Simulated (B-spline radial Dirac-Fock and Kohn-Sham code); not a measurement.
## Elastic and transport cross sections of promethium for electrons

Level of theory: relativistic (Dirac) partial waves in the static field of the Dirac-Fock atom with Furness-McCarthy exchange, without polarisation or absorption potentials; an atomic code on a B-spline grid. σ_tr1 and σ_tr2 weight the cross section with 1 − P₁ and 1 − P₂ of cos θ; "backward" is the share scattered beyond 90°.

| energy (eV) | σ (a₀²) | σ_tr1 (a₀²) | σ_tr2 (a₀²) | σ/σ_tr1 | backward (%) |
| --- | --- | --- | --- | --- | --- |
| 16000 | 2.56 | 0.0574 | 0.111 | 44.7 | 0.51 |
| 19800 | 2.23 | 0.0414 | 0.0825 | 53.9 | 0.39 |
| 20000 | 2.22 | 0.0408 | 0.0814 | 54.4 | 0.39 |
| 20100 | 2.21 | 0.0405 | 0.0808 | 54.6 | 0.39 |
| 20200 | 2.20 | 0.0401 | 0.0803 | 54.9 | 0.38 |
| 25900 | 1.87 | 0.0273 | 0.0566 | 68.4 | 0.28 |
| 28700 | 1.74 | 0.0233 | 0.0488 | 75.0 | 0.24 |
| 30000 | 1.69 | 0.0217 | 0.0458 | 78.0 | 0.23 |
| 40200 | 1.39 | 0.0137 | 0.0299 | 101 | 0.16 |
| 40800 | 1.37 | 0.0134 | 0.0293 | 103 | 0.16 |
| 50000 | ? | ? | ? | ? | ? |
| 60000 | 1.06 | 0.00725 | 0.0165 | 146 | 0.094 |
| 78500 | 0.886 | 0.00472 | 0.0110 | 188 | 0.066 |
| 88200 | 0.821 | 0.00392 | 0.00923 | 209 | 0.057 |
| 100000 | 0.758 | 0.00321 | 0.00763 | 236 | 0.048 |
| 140000 | 0.616 | 0.00188 | 0.00458 | 327 | 0.030 |
| 200000 | 0.504 | 0.00108 | 0.00268 | 469 | 0.018 |
| 300000 | 0.414 | 0.000575 | 0.00146 | 721 | 0.010 |

Q: Fill in the row for 50 keV.

A: σ = 1.20 a₀², σ_tr1 = 0.00968 a₀², σ_tr2 = 0.0217 a₀², σ/σ_tr1 = 124, backward 0.12 %. The ratio σ/σ_tr1 is roughly the number of elastic collisions that randomise the direction.

Values without a named source are computed, but for edge energies of neutral atoms, which are taken from tables.
